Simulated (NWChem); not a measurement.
CH5BeN; SMILES [CH3][Be][NH2]

```xyz
8

Be    -0.0055     0.0747     0.0024
C     -0.0013    -1.6043    -0.0001
H     -0.5075    -2.0345     0.8816
H      1.0273    -2.0085     0.0060
H     -0.4944    -2.0278    -0.8926
N      0.0000     1.5792     0.0002
H     -0.8217     2.1747    -0.0028
H      0.8262     2.1684    -0.0027
```
Atoms are numbered in this order, from 1.

Program: NWChem. Medium grid unless said otherwise, to which SCAN and Minnesota functionals are sensitive. All runs use the structure optimised with PBE0/def2-SVP. Hybrids' shares of exact exchange are those that their runs print; pure functionals count as 0. The functionals differ in more than this share.

| row | share of exact exchange | orbital gap (eV) |
|---|---|---|
| PBE/def2-TZVP | 0.00 | 5.15 |
| PW91/def2-TZVP | 0.00 | 5.08 |
| B3LYP/def2-TZVP | 0.20 | 6.61 |
| MN15/def2-TZVP | 0.44 | 8.88 |
| M06-2X/def2-TZVP | 0.54 | 8.70 |
| Hartree-Fock/def2-TZVP | 1.00 | withheld |

**Question.** Fit a straight line of the last column on the one before it, predict the withheld value, and compare with the run.

**Answer.** 
1. Means of the 5 shown rows: x = 0.236, y = 6.884. Slope Σ(x − x̄)(y − ȳ)/Σ(x − x̄)² = 1.804/0.2467 = 7.312; intercept 5.158.
2. The shown rows scatter about the line by 0.292 (root mean square); the largest residual is +0.50, at MN15/def2-TZVP.
3. At x = 1.00 (Hartree-Fock/def2-TZVP; beyond the shown range) the line gives 12.47.
4. The run gives 12.04, -0.43 from the line, 1.5 times the scatter.
